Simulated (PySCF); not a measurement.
Gas-phase reaction: 2 GeO + H2O + 3 Cl2 ⇌ 2 GeHCl3 + 3 O

Method: PySCF energies (xtb for GFN2) plus ideal-gas RRHO corrections (1 bar). † marks an energy on the PBE0/def2-TZVP geometry and frequencies; other levels use their own. CCSD(T) freezes the core. 6-31G* has spherical d functions here. Open shells (unrestricted): O (multiplicity 3, electronic degeneracy 9); the rest are closed-shell singlets. GFN2 has no spin-polarisation term. Spin-orbit splitting is ignored; it lowers the true energy and changes the entropy of O. B3LYP is the form with VWN-RPA correlation. Ge: all electrons, no relativistic terms. CCSD(T) isn't extrapolated to the basis-set limit; its ΔH°(298 K) is 125.7 kJ in def2-SVP and 223.0 kJ in def2-TZVPP. The harmonic model lacks anharmonicity and excited electronic states, which grow with temperature; levels with a mode under 35 cm⁻¹ are left out. Warning, large T1 diagnostic: GeO (CCSD(T)/def2-SVP†, CCSD(T)/def2-TZVPP†).

```
level                ΔE electronic, kJ  ΔH°(298 K), kJ  ΔS°(298 K), J/K  ΔG°(1000 K), kJ
-------------------  -----------------  --------------  ---------------  ---------------
B3LYP/6-31G*                       260             245             -160              387
B3LYP/def2-TZVP†                   351             336             -160              477
CCSD(T)/def2-SVP†                  141             126             -160              268
CCSD(T)/def2-TZVPP†                238             223             -160              365
GFN2-xTB                          1658            1639             -145             1763
HF/6-31G*                         -576            -593             -165             -446
PBE/def2-TZVP†                     462             447             -160              589
PBE0/def2-QZVP†                    279             264             -160              405
PBE0/def2-SVP†                     156             141             -160              282
LDA/def2-TZVP†                     613             598             -160              740
```
ΔH° is lowest at HF/6-31G* and highest at GFN2-xTB. No reference value is set beside these.
